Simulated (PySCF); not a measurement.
**Correlation energy of As⁻ (arsenic, charge -1)**

[Ar] 3d10 4s2 4p4, high-spin 3P determinant. Calculation: PySCF 2.14, in dyall-av2z (16s12p8d, 92 functions); no relativity, point nucleus. Frozen: [Ar] 3d10; 6 electrons correlated; the 34 highest virtual orbitals of each spin left out.

| level | correlation energy (mhartree) |
| --- | --- |
| CCSD | -98.88 |
| (T) | -3.11 |
| CCSD(T) | -101.99 |

Diagnostics: T1 = 0.014, D1 = 0.0277, largest double amplitude 0.061.

Problem. Is a single reference adequate?

Solution. Yes, within this model without spin-orbit coupling: T1 lies below 0.03 and no double amplitude reaches 0.07.
